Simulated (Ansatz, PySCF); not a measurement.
F₃Se (SMILES F[Se](F)F), doublet, at a GFN2-xTB geometry (the spin is typed, not shown lowest). Base run: BLYP/def2-SVP run with PySCF.

Input for PySCF:
```python
from pyscf import gto, scf, dft

mol = gto.Mole()
mol.atom = '''
    Se   -0.278718    0.184471    0.095935
    F    -0.963394   -1.562021    0.180187
    F     0.768941    1.518288   -0.709955
    F     1.247387   -0.653159    0.167346
'''
mol.basis = 'def2-svp'
mol.charge = 0
mol.spin = 1
mol.verbose = 4
mol.build()

mf = dft.UKS(mol)
mf.xc = 'blyp'
mf.kernel()
```

The same geometry, method and basis name were run in Ansatz (a program for electronic structure) and PySCF, at each program's defaults and at the settings that a row names. The base is PySCF at its defaults. Differences at the defaults can come from grids, fitting, cores and function types together.

```tsv
code and settings	ΔE vs base (µEh)	basis functions	E (Eh)	SCF cycles	dipole (D)
PySCF, defaults (exact integrals, its default grid, spherical functions)	0.0	74	-2700.50478	12	2.06
Ansatz, defaults (factorised integrals, its default grid, spherical functions)	-11.1	74	-2700.50480	-	-
PySCF, density fitting with def2-universal-jkfit	-79.3	74	-2700.50486	12	2.06
PySCF, fine grid	-6.6	74	-2700.50479	12	2.06
Ansatz, high accuracy	-8.7	74	-2700.50479	-	-
```

Open shells are given as the SCF converged; they aren't shown to be the lowest states, and a large step between rows can be another state.
